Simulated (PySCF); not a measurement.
silyloxysilylmethanol (CH₈O₂Si₂), SMILES OC[SiH2]O[SiH3]. The structure is a stationary point at B3LYP-D3(BJ)/def2-SVP. Other conformers were not sampled.

Computed equilibrium geometry at B3LYP-D3(BJ)/def2-SVP (PySCF confirms it by a frequency run) as Cartesian coordinates in Å (one conformer of several):
```xyz
13

O     -3.1722     0.3317    -0.0398
C     -1.9482     0.1010     0.6574
Si    -0.5177     0.0906    -0.5810
O      0.9320    -0.0334     0.2233
Si     2.5642    -0.3245     0.1979
H     -3.1611     1.2387    -0.3732
H     -1.7776     0.8301     1.4752
H     -2.0360    -0.8850     1.1428
H     -0.6738    -1.0392    -1.5409
H     -0.5710     1.3759    -1.3441
H      2.8621    -1.5454    -0.6071
H      3.2875     0.8360    -0.3984
H      3.0302    -0.5288     1.5962
```
Charge 0, spin multiplicity 1.
